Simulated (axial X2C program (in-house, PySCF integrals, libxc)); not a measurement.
**ZrSe along the bond: PBE0, scalar-relativistic**

Computed with an in-house all-electron X2C program for linear molecules (integrals from PySCF). Spin-free means the one-electron spin-free X2C Hamiltonian. Basis: Zr dyall-cv3z [11s12p9d6f3g], Se dyall-cv3z [8s9p6d4f1g] (cores contracted in-house); Gaussian nuclei, density fitting, unrestricted open shells. Masses: Zr 89.905 u, Se 79.917 u.

State: M_S = 1, Λ = 2 (beyond evenly filled blocks: σα, δ+α). Dipoles are positive if Se is the positive end.

| R (Å) | μ (D) | HOMO (eV) | LUMO (eV) | ⟨S²⟩ |
| --- | --- | --- | --- | --- |
| 2.018 | -4.171 | -4.53 | -2.10 | 2.012 |
| 2.110 | -4.624 | -4.72 | -2.18 | 2.015 |
| 2.180 | -4.958 | -4.86 | -2.25 | 2.018 |
| 2.249 | -5.288 | -5.00 | -2.37 | 2.023 |
| 2.319 | -5.613 | -5.14 | -2.49 | 2.029 |
| 2.400 | -5.981 | -5.29 | -2.62 | 2.039 |
| 2.481 | -6.330 | -5.43 | -2.75 | 2.055 |
| 2.586 | -6.735 | -5.58 | -2.88 | 2.091 |
| 2.713 | -7.117 | -5.67 | -3.01 | 2.172 |
| 2.899 | -7.317 | -5.47 | -3.08 | 2.387 |

Q: The minimum lies at 2.312 Å. What is the dipole moment there, and its slope?

A: At PBE0, spin-free, with the sign and origin stated: μ = -5.58 D, dμ/dR = -4.62 D/Å.

One determinant describes the state; a PBE0 search over occupations chose it and may have missed a lower one. Other states lie close and PBE0, whose exact exchange favours high spin, may order them wrongly; the determinant shown need not be the ground state. The nearest other spin-free determinant of the search, M_S = 0, Λ = 0, lies 0.37 eV up at the distance of the search. The functionals have no current-density term, which raises determinants with orbital currents, atoms included. The determinant is spin-polarised beyond a pure state at some levels (its spin-free form has ⟨S²⟩ too high), which makes Re and μ there less reliable.
